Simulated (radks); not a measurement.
The numbers below are computed, except where a source is named.
Question: The mean radii <r> (bohr) of the occupied orbitals of an atom or ion are listed with their occupations. Level of theory: Dirac Kohn-Sham, relativistic LDA (MacDonald-Vosko exchange, VWN5 correlation), spin-unpolarised, spherical densities, finite nucleus; Fermi nuclear charge, rms radius of each element as measured or else 0.836 A^(1/3) + 0.57 fm (a radial shooting solver on a logarithmic mesh with Libxc functionals).

| orbital | occ. | <r> |
|---|---|---|
| 1s1/2 | 2 | 0.01752 |
| 2s1/2 | 2 | 0.07326 |
| 2p1/2 | 2 | 0.06039 |
| 2p3/2 | 4 | 0.06866 |
| 3s1/2 | 2 | 0.1906 |
| 3p1/2 | 2 | 0.1806 |
| 3p3/2 | 4 | 0.1959 |
| 3d3/2 | 4 | 0.1707 |
| 3d5/2 | 6 | 0.1754 |
| 4s1/2 | 2 | 0.4246 |
| 4p1/2 | 2 | 0.4277 |
| 4p3/2 | 4 | 0.4615 |
| 4d3/2 | 4 | 0.4725 |
| 4d5/2 | 6 | 0.4838 |
| 5s1/2 | 2 | 0.9786 |
| 4f5/2 | 6 | 0.5310 |
| 5p1/2 | 2 | 1.062 |
| 4f7/2 | 8 | 0.5386 |
| 5p3/2 | 4 | 1.160 |
| 5d3/2 | 3 | 1.590 |
| 5d5/2 | 3 | 1.649 |
| 6s1/2 | 2 | 2.630 |

Name the element and its charge.

Answer: Z = 77, iridium, charge +1: Ir+ in [Xe] 4f14 5d(3/2: 3, 5/2: 3) 6s2. The 1s radius gives Z: for a bare nucleus <r> = (2 gamma + 1)/(2Z) with gamma = sqrt(1 - (Z/c)^2), 0.01724 bohr for Z = 77, and screening makes it slightly larger (0.01752 here). The occupations add up to 76, and the charge is Z minus that.
